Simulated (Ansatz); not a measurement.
Stepwise reaction of `[F][Sn]([F])([SeH])[SeH]` with hydrogen fluoride, as a gas-phase model of exchange steps in deposition or etching. ΔE in kJ/mol; ΔG adds harmonic PBE0-D4 terms to CCSD(T)/CBS, at 1 bar.

Computed with Ansatz on PBE0-D4/def2-TZVP structures; ΔE is electronic, products minus reactants. CCSD(T)/CBS adds triple-zeta CCSD(T) − MP2 to the extrapolated MP2 energy (def2 sets, frozen cores). This one scheme is used for every species. Functionals use def2-TZVPP. B3LYP here is the variant with VWN-RPA as its local correlation; programs differ in this. Elements past krypton have def2 core potentials. For Se, Sn outer-core shells are correlated without core-valence functions, which leaves a few kJ/mol of doubt a bond. Scalar relativity is left out up to krypton. Each species was taken in one conformer, which may not be the lowest.

| step | reaction | PBE-D4 | B3LYP-D4 | ωB97M-V | CCSD(T)/CBS | ΔG(400 K) |
| --- | --- | --- | --- | --- | --- | --- |
| 1 | `[F][Sn]([F])([SeH])[SeH]` + H–F → `[F][Sn]([F])([F])[SeH]` + H₂Se | 40.6 | 37.3 | 33.5 | 42.6 | 29.3 |
| 2 | `[F][Sn]([F])([F])[SeH]` + H–F → `[F][Sn]([F])([F])[F]` + H₂Se | 57.9 | 55.7 | 50.7 | 57.9 | 60.9 |

(1) By hand: ΔE of the 2 steps together at CCSD(T)/CBS.

## Answers

(1) (42.6) + (57.9) = 100.5 kJ/mol, or 50.2 kJ/mol a step.

In ΔE each step is higher than the one before. All are uphill at CCSD(T)/CBS. ΔG lies between 29.3 and 60.9 kJ/mol a step. PBE-D4 differs from CCSD(T)/CBS by -2.0 to 0.0 kJ/mol a step. Only this route is followed, and other bonds may react first. Isolated molecules leave out the surface, adducts and barriers. Largest T1 diagnostic: 0.015.
